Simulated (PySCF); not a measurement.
**`N#CC(=C=CC#N)Cl`, C5HClN2**

Geometry:
| atom | x (Å) | y (Å) | z (Å) |
| --- | --- | --- | --- |
| N1 | -2.967 | 2.186 | 0.087 |
| C2 | -2.321 | 1.258 | -0.167 |
| C3 | -1.551 | 0.100 | -0.494 |
| C4 | -0.277 | -0.019 | -0.198 |
| C5 | 0.997 | -0.152 | 0.090 |
| Cl6 | 1.528 | -0.846 | 1.587 |
| C7 | 2.025 | 0.262 | -0.813 |
| N8 | 2.865 | 0.591 | -1.540 |
| H9 | -2.071 | -0.714 | -1.017 |

Computed with TDDFT CAM-B3LYP/def2-TZVPD circular dichroism and optical rotation, one conformer, gas phase in PySCF 2.14.0. Geometry: PBE0-D3(BJ)/def2-SVP.

No stereocentre is labelled: unless the shape is locked (an allene, a helicene, a hindered biaryl), the mirror image is equally populated and a measured rotation or CD is zero.

(1) Draw the ECD and absorption spectra from the lowest 12 states, each a Gaussian of half-width 0.35 eV at 1/e height.

Results:

(1) 
```tsv
E (eV)	λ (nm)	Δε (L mol⁻¹ cm⁻¹)	ε (L mol⁻¹ cm⁻¹)
3.87	320	+0.01	1.26
4.02	308	+0.04	3.57
4.17	297	+0.08	7.01
4.32	287	+0.10	9.52
4.47	277	+0.10	8.96
4.62	268	+0.06	5.89
4.77	260	+0.03	3.03
4.92	252	0.00	3.63
5.07	244	-0.01	22.5
5.22	237	+0.03	169
5.37	231	+0.29	1000
5.52	224	+1.09	4320
5.67	218	+2.69	13100
5.82	213	+4.68	28000
5.97	208	+5.70	41500
6.12	202	+4.59	42700
6.27	198	+1.92	30700
6.42	193	-0.35	15400
6.57	189	-0.96	5600
6.72	184	-0.30	1740
6.87	180	+0.52	772
7.02	176	+0.75	553
```
Δε uses R in velocity form, ε uses f in length form. Only the states computed contribute, so the short-wavelength end is incomplete.
